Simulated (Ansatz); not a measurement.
`[F][Zn][CH2]Cl` + H₂O → `[OH][Zn][CH2]Cl` + H–F  (formal hydrolysis of a Zn–F bond)

Isolated molecules relaxed with PBE0-D4/def2-TZVP in Ansatz; ΔE leaves out vibrations. CCSD(T)/CBS adds triple-zeta CCSD(T) − MP2 to the extrapolated MP2 energy (def2 sets, frozen cores). This one scheme is used for every species. Functionals use def2-TZVPP. For Zn outer-core shells are correlated without core-valence functions, which leaves a few kJ/mol of doubt a bond. Scalar relativity is left out up to krypton. One conformer a species, not always the lowest.

```csv
level,ΔE (eV)
BHLYP-D4,0.42
r2SCAN,0.40
CCSD/def2-TZVPP,0.36
MP2/def2-QZVPP,0.32
```

Task: What does CCSD(T)/CBS give? (An estimate is asked.)

Result: Computed: +0.36 eV. The listed levels differ from it by 0.06, 0.04, 0.00, -0.04 eV.

Largest T1 diagnostic among the species: 0.015.

Leaving LDA and LC-ωPBE aside and taking each functional with its dispersion term where it has one, the values, not all of them listed here, spread over 0.08 eV, from PBE-QIDH to B97M-V. LDA lies −0.08 eV from PBE without D4. In def2-TZVPP, CCSD(T) changes the Hartree–Fock value by −0.16 eV (the triples alone add −0.02 eV) and MP2 by −0.20 eV.
